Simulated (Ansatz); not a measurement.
Total energies of FGaGeH$_{4}$Si.

Z-matrix (Å, degrees):
```
Si
Ge 1 2.452
F 1 1.610 2 110.1
H 1 1.515 2 119.2 3 -121.2
H 1 1.487 2 109.6 3 118.9
Ga 2 2.851 1 69.4 3 110.9
H 2 1.651 1 90.9 3 70.3
H 2 1.656 1 87.3 3 154.6
```

Total charge 0; spin multiplicity 1. Correlated methods include outer-core shells of Ga, Ge, which these sets cover unevenly. Scalar relativity is left out up to krypton. The bonds changed during the relaxation, so this is another structure than the one it started from. The geometry is a stationary point of PBE0-D4/def2-TZVP. Basis def2-TZVPP, the Gaussian-basis code of Ansatz.

RPA on PBE orbitals: Hartree–Fock energy of these orbitals -4389.32020 Eh, correlation -1.35215 Eh (frozen core).

```json
{"functional": "LDA (SPW92)", "energy without D4 (Eh)": "-4385.70177", "D4 term (kJ/mol)": "–"}
{"functional": "PBE", "energy without D4 (Eh)": "-4392.85062", "D4 term (kJ/mol)": "-23.2"}
{"functional": "revPBE", "energy without D4 (Eh)": "-4393.30940", "D4 term (kJ/mol)": "-57.5"}
{"functional": "BLYP", "energy without D4 (Eh)": "-4393.82098", "D4 term (kJ/mol)": "-49.5"}
{"functional": "B97M-V", "energy without D4 (Eh)": "-4392.83283", "D4 term (kJ/mol)": "–"}
{"functional": "PBE0", "energy without D4 (Eh)": "-4392.96609", "D4 term (kJ/mol)": "-19.8"}
{"functional": "B3LYP", "energy without D4 (Eh)": "-4393.82563", "D4 term (kJ/mol)": "-38.4"}
{"functional": "r2SCAN0", "energy without D4 (Eh)": "-4393.54538", "D4 term (kJ/mol)": "-6.2"}
{"functional": "HSE06 (plane-wave form)", "energy without D4 (Eh)": "-4392.95542", "D4 term (kJ/mol)": "-18.8"}
{"functional": "BHLYP", "energy without D4 (Eh)": "-4393.61358", "D4 term (kJ/mol)": "-36.4"}
{"functional": "CAM-B3LYP", "energy without D4 (Eh)": "-4393.91658", "D4 term (kJ/mol)": "-20.7"}
{"functional": "LC-ωPBE", "energy without D4 (Eh)": "-4393.00968", "D4 term (kJ/mol)": "–"}
{"functional": "ωB97X-V", "energy without D4 (Eh)": "-4393.24227", "D4 term (kJ/mol)": "–"}
{"functional": "ωB97M-V", "energy without D4 (Eh)": "-4393.42733", "D4 term (kJ/mol)": "–"}
```

Give the same for r2SCAN, r2SCANh, B2PLYP, PBE-QIDH. (Estimate.)

The calculation gave: 
```tsv
functional	energy without D4 (Eh)	D4 term (kJ/mol)
r2SCAN	-4393.61110	-5.0
r2SCANh	-4393.58400	-5.5
B2PLYP	-4392.78928	–
PBE-QIDH	-4392.19340	–
```

B3LYP takes the VWN-RPA correlation (the form of Gaussian; ORCA's B3LYP/G). HSE06 is the plane-wave form, built on full-range PBE exchange. The double hybrids freeze the cores in their second-order part.

LC-ωPBE has ω = 0.4 bohr⁻¹.
